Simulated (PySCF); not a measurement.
Static response to an electric field

Species: p-tolualdehyde, C8H8O.
Atom-mapped SMILES: `[CH3:1][c:2]1[cH:3][cH:4][c:5]([CH:6]=[O:7])[cH:8][cH:9]1` (hydrogens: H10, H11, H12 on C1; H13 on C3; H14 on C4; H15 on C6; H16 on C8; H17 on C9)

Geometry (PBE0-D3(BJ)/def2-SVP, Å), atoms numbered from 1 in this order:
```
atom  x, y, z in Å
C1    -2.554    0.121    0.098
C2    -1.058    0.020    0.061
C3    -0.429   -1.149   -0.397
C4     0.954   -1.261   -0.404
C5     1.746   -0.198    0.047
C6     3.218   -0.313    0.039
O7     3.828   -1.283   -0.338
C8     1.130    0.972    0.502
C9    -0.256    1.079    0.507
H10   -3.019   -0.483   -0.694
H11   -2.893    1.160   -0.015
H12   -2.944   -0.248    1.061
H13   -1.042   -1.981   -0.754
H14    1.454   -2.165   -0.760
H15    3.755    0.595    0.419
H16    1.748    1.805    0.851
H17   -0.730    1.998    0.861
```

Level: CAM-B3LYP/def2-SVPD (PySCF), static field, nuclei fixed, core orbitals frozen in the response. The polarisability tensor in these axes (au):

```
x   137.88  -6.91  -1.46
y    -6.91  94.52  14.81
z    -1.46  14.81  63.50
```

What are the eigenvalues, a third of the trace, and Δα (Δα² = ½Σ(αi − αj)² over the three pairs)?

Principal values 57.55, 99.20 and 139.15 au; mean 98.63 au = 14.62 Å³ = 16.26 × 10⁻⁴⁰ C²·m²/J; Δα = 70.67 au (72 % of the mean).

What is the dipole moment, and where does it point?

(-3.42, 1.98, 0.76) D, 4.03 D in size, pointing from the negative to the positive side. Measured along this direction, the outermost atoms are O7 at the negative end and H11 at the positive end.

What depolarisation ratio follows for Rayleigh scattering of linearly polarised light, taking the static tensor?

ρ = 3Δα²/(45ᾱ² + 4Δα²) = 14984.7/(437789 + 19979.6) = 0.0327.

Molar refractivity from α?

Lorentz–Lorenz: R = (4π/3)N_A α = 2.5225 cm³/(mol·Å³) × 14.62 Å³ = 36.9 cm³/mol, in the limit of long wavelengths.

What would n − 1 = 2πNα be for an ideal gas of these molecules at 350 K and 1 atm, electronic part alone?

N = p/kT = 2.0968 × 10¹⁹ cm⁻³, so n − 1 = 2π × N × 14.62 × 10⁻²⁴ cm³ = 1926 × 10⁻⁶ at long wavelengths, for an ideal gas.

Directions of the eigenvectors, and the extent of the frame along each?

Largest value along (0.98, -0.17, -0.05), where the nuclei span 7.05 Å; middle along (0.18, 0.91, 0.37), 4.54 Å; least along (-0.02, -0.37, 0.93), 1.54 Å. The response follows the extents in order.

One conformer (not necessarily the lowest) at the PBE0-D3(BJ)/def2-SVP geometry, without solvent, vibrations or thermal averaging.

The run behind these numbers computed excited states as well. Cost: about 1.6 min of CPU time on one thread; the machine was shared, so the figure is rough.
